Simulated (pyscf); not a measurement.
Structures and frequencies: ωB97X-D3(BJ)/def2-SVP in PySCF. Correlated levels are frozen-core, on RHF or UHF. ΔMP2 is the change of the MP2 total energy from the triple- to the quadruple-zeta basis.

How much does it cost (ΔH, 298 K, CCSD(T)/def2-TZVPP + ΔMP2(QZVPP)) to split H₂B–SiH(OH)–OH at its B–Si bond into BH₂• + HO–SiH•–OH?

B–Si to BH₂• + HO–SiH•–OH: 86.1 kcal/mol. The radicals are drawn with the spin at the cut bond; how far it spreads was not checked. H₂B–SiH(OH)–OH lies 52.3 kcal/mol over its isomer HO–BH–O–SiH₃ (electronic energy, ωB97M-D3(BJ)/def2-TZVP). Other isomers of HO–SiH•–OH were not searched in full and may lie lower. The CCSD(T) − MP2 part came from Ansatz, without density fitting, on the same reference.
